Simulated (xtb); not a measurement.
Job for xtb: GFN2-xTB on AlBrFH2N (SMILES [NH2][Al]([F])[Br]), a point of a torsion scan.

```
$ xtb mol.xyz --gfn 2 --opt vtight --chrg 0 --uhf 0 --input xcontrol
6

N     -1.17536298    -0.03199719    -0.17388759
Al     0.70291878     0.24002392    -0.29259541
F      1.38471593     0.70506765    -1.90535012
Br     1.94900886     0.93769950     1.61744337
H     -1.47667551    -0.99126436    -0.39965771
H     -1.59222740     0.36792190     0.68162256
$constrain
  force constant=1.0
  dihedral: 5,1,2,4,240.0
$end
```

Program output:

```
[...]
           -------------------------------------------------
          |                Calculation Setup                |
           -------------------------------------------------



           -------------------------------------------------
          |                 G F N 2 - x T B                 |
           -------------------------------------------------

        Reference                      10.1021/acs.jctc.8b01176
      * Hamiltonian:
        H0-scaling (s, p, d)           1.850000    2.230000    2.230000
        zeta-weighting                 0.500000
      * Dispersion:
        s8                             2.700000
        a1                             0.520000
        a2                             5.000000
        s9                             5.000000
      * Repulsion:
        kExp                           1.500000    1.000000
        rExp                           1.000000
      * Coulomb:
        alpha                          2.000000
        third order                    shell-resolved
        anisotropic                    true
        a3                             3.000000
        a5                             4.000000
        cn-shift                       1.200000
        cn-exp                         4.000000
        max-rad                        5.000000


          ...................................................
          :                      SETUP                      :
          :.................................................:
          :  # basis functions                  30          :
          :  # atomic orbitals                  28          :
          :  # shells                           12          :
          :  # electrons                        24          :
          :  max. iterations                   250          :
          :  Hamiltonian                  GFN2-xTB          :
          :  restarted?                      false          :
          :  GBSA solvation                  false          :
          :  PC potential                    false          :
          :  electronic temp.          300.0000000     K    :
          :  accuracy                    1.0000000          :
          :  -> integral cutoff          0.2500000E+02      :
          :  -> integral neglect         0.1000000E-07      :
          :  -> SCF convergence          0.1000000E-05 Eh   :
          :  -> wf. convergence          0.1000000E-03 e    :
          :  Broyden damping             0.4000000          :
          :  net charge                          0          :
          :  unpaired electrons                  0          :
          ...................................................

 iter      E             dE          RMSdq      gap      omega  full diag
   1    -13.9358937 -0.139359E+02  0.207E+01    2.93       0.0  T
   2    -13.9889221 -0.530284E-01  0.126E+01    2.97       1.0  T
   3    -13.9965686 -0.764653E-02  0.672E+00    2.59       1.0  T
   4    -14.0156652 -0.190966E-01  0.137E+00    2.94       1.0  T
   5    -14.0164143 -0.749100E-03  0.789E-01    2.92       1.0  T
   6    -14.0165599 -0.145566E-03  0.548E-01    2.88       1.0  T
   7    -14.0166774 -0.117470E-03  0.407E-01    2.92       1.0  T
   8    -14.0167921 -0.114747E-03  0.192E-01    2.90       1.0  T
   9    -14.0168072 -0.150668E-04  0.113E-01    2.90       1.0  T
  10    -14.0168043  0.286832E-05  0.681E-02    2.92       1.0  T
  11    -14.0168170 -0.127356E-04  0.314E-02    2.91       1.3  T
  12    -14.0168189 -0.187374E-05  0.664E-03    2.91       6.2  T
  13    -14.0168190 -0.128547E-06  0.241E-03    2.91      17.0  T
  14    -14.0168190  0.870994E-08  0.230E-03    2.91      17.7  T
  15    -14.0168190 -0.137219E-07  0.337E-04    2.91     121.1  T
  16    -14.0168190 -0.268313E-09  0.529E-05    2.91     771.4  T

   *** convergence criteria satisfied after 16 iterations ***

         #    Occupation            Energy/Eh            Energy/eV
      -------------------------------------------------------------
         1        2.0000           -0.8423403             -22.9212
       ...           ...                  ...                  ...
         6        2.0000           -0.4986281             -13.5684
         7        2.0000           -0.4981658             -13.5558
         8        2.0000           -0.4840965             -13.1729
         9        2.0000           -0.4566205             -12.4253
        10        2.0000           -0.4427971             -12.0491
        11        2.0000           -0.4399377             -11.9713
        12        2.0000           -0.4226150             -11.4999 (HOMO)
        13                         -0.3157392              -8.5917 (LUMO)
        14                         -0.1784656              -4.8563
        15                         -0.1441797              -3.9233
        16                         -0.1398696              -3.8060
        17                         -0.0681099              -1.8534
       ...                 
[...]
.                                ...                  ...
        28                          1.6265182              44.2598
      -------------------------------------------------------------
                  HL-Gap            0.1438549 Eh            3.9145 eV
             Fermi-level           -0.3451610 Eh           -9.3923 eV

 SCC (total)                   0 d,  0 h,  0 min,  0.003 sec
 SCC setup                      ...        0 min,  0.000 sec (  1.538%)
 Dispersion                     ...        0 min,  0.000 sec (  0.444%)
 classical contributions        ...        0 min,  0.000 sec (  0.186%)
 integral evaluation            ...        0 min,  0.001 sec ( 29.660%)
 iterations                     ...        0 min,  0.001 sec ( 20.599%)
 molecular gradient             ...        0 min,  0.001 sec ( 44.598%)
 printout                       ...        0 min,  0.000 sec (  2.665%)

         :::::::::::::::::::::::::::::::::::::::::::::::::::::
         ::                     SUMMARY                     ::
         :::::::::::::::::::::::::::::::::::::::::::::::::::::
         :: total energy             -13.997010496641 Eh    ::
         :: gradient norm              0.000028335468 Eh/a0 ::
         :: HOMO-LUMO gap              3.914492091210 eV    ::
         ::.................................................::
         :: SCC energy               -14.077154050426 Eh    ::
         :: -> isotropic ES            0.064086495794 Eh    ::
         :: -> anisotropic ES          0.000396502563 Eh    ::
         :: -> anisotropic XC         -0.011975903962 Eh    ::
         :: -> dispersion             -0.002919770154 Eh    ::
         :: repulsion energy           0.080126247618 Eh    ::
         :: add. restraining           0.000017306168 Eh    ::
         :: total charge              -0.000000000000 e     ::
         :::::::::::::::::::::::::::::::::::::::::::::::::::::

           -------------------------------------------------
          |                Property Printout                |
           -------------------------------------------------

    * Orbital Energies and Occupations

         #    Occupation            Energy/Eh            Energy/eV
      -------------------------------------------------------------
         1        2.0000           -0.8413690             -22.8948
         2        2.0000           -0.8156479             -22.1949
         3        2.0000           -0.6196273             -16.8609
         4        2.0000           -0.5432334             -14.7821
         5        2.0000           -0.5356193             -14.5749
         6        2.0000           -0.5166654             -14.0592
         7        2.0000           -0.5158740             -14.0376
         8        2.0000           -0.4944037             -13.4534
         9        2.0000           -0.4560510             -12.4098
        10        2.0000           -0.4432230             -12.0607
        11        2.0000           -0.4422994             -12.0356
        12        2.0000           -0.4170885             -11.3496 (HOMO)
        13                         -0.2732335              -7.4351 (LUMO)
        14                         -0.1631740              -4.4402
        15                         -0.0859848              -2.3398
        16                         -0.0575119              -1.5650
        17                         -0.0559578              -1.5227
        18                         -0.0410824              -1.1179
        19                          0.0188800               0.5138
        20                          0.0401820               1.0934
        21                          0.0547700               1.4904
        22                          0.0829662               2.2576
        23                          0.1521178               4.1393
       ...                                ...                  ...
        28                          1.6265182              44.2598
      -------------------------------------------------------------
                  HL-Gap            0.1438549 Eh            3.9145 eV
             Fermi-level           -0.3451610 Eh           -9.3923 eV

     #   Z          covCN         q      C6AA      α(0)
     1   7 N        2.504    -0.410    30.711     8.230
     2  13 Al       2.252     0.446   115.873    23.666
Note: The following floating-point exceptions are signalling: IEEE_DENORMAL
normal termination of xtb
     3   9 F        0.672    -0.254    11.828     4.060
     4  35 Br       0.793    -0.151   188.819    22.154
     5   1 H        0.861     0.185     1.184     1.704
     6   1 H        0.862     0.184     1.190     1.709

 Mol. C6AA /au·bohr⁶  :       1226.679732
 Mol. C8AA /au·bohr⁸  :      66574.515372
 Mol. α(0) /au        :         61.523580


Wiberg/Mayer (AO) data.
largest (>0.10) Wiberg bond orders for each atom

 ---------------------------------------------------------------------------
     #   Z sym  total        # sym  WBO       # sym  WBO       # sym  WBO
 ---------------------------------------------------------------------------
     1   7 N    3.238 --     2 Al   1.287     6 H    0.919     5 H    0.915
     2  13 Al   3.860 --     1 N    1.287     4 Br   1.257     3 F    1.230
     3   9 F    1.312 --     2 Al   1.230
     4  35 Br   1.389 --     2 Al   1.257
     5   1 H    0.966 --     1 N    0.915
     6   1 H    0.966 --     1 N    0.919
 ---------------------------------------------------------------------------

Topologies differ in total number of bonds
Writing topology from bond orders to xtbtopo.mol

molecular dipole:
                 x           y           z       tot (Debye)
 q only:       -0.915      -0.333       0.339
   full:       -1.515      -0.556      -0.390       4.219
molecular quadrupole (traceless):
                xx          xy          yy          xz          yz          zz
 q only:        0.073      -0.898       2.739      -0.235       0.524      -2.812
  q+dip:       -0.143      -2.206       6.158      -7.310      -1.957      -6.015
   full:       -1.936      -3.635       9.213      -7.169      -1.694      -7.277

           -------------------------------------------------
          |                Geometry Summary                 |
           -------------------------------------------------

      molecular mass/u    :      141.9060542
   center of mass at/Å    :        1.2669769       0.6541113       0.5426150
  moments of inertia/u·Å² :        0.8147382E+02   0.2717464E+03   0.3518302E+03
rotational constants/cm⁻¹ :        0.2069086E+00   0.6203444E-01   0.4791412E-01

 * 5 selected distances

     #   Z          #   Z                                           value/Å
     1   7 N        2  13 Al                                      1.7702695
     2  13 Al       3   9 F                                       1.6455210
     2  13 Al       4  35 Br                                      2.2462598 (max)
     1   7 N        5   1 H                                       1.0102034 (min)
     1   7 N        6   1 H                                       1.0121475

 * 4 distinct bonds (by element types)

   Z      Z             #   av. dist./Å        max./Å        min./Å
   1 H    7 N           2     1.0111754     1.0121475     1.0102034
   7 N   13 Al          1     1.7702695     1.7702695     1.7702695
   9 F   13 Al          1     1.6455210     1.6455210     1.6455210
  13 Al  35 Br          1     2.2462598     2.2462598     2.2462598


optimized geometry written to: xtbopt.xyz


           -------------------------------------------------
          | TOTAL ENERGY              -13.997010496641 Eh   |
          | GRADIENT NORM               0.000028335468 Eh/α |
          | HOMO-LUMO GAP               3.914492091210 eV   |
           -------------------------------------------------

------------------------------------------------------------------------
------------------------------------------------------------------------
 total:
 SCF:
 ANC optimizer:
```

The run finished.

Warnings raised: the energy holds the restraint's term.

Cost: about 0.08 core-seconds (a rough figure).
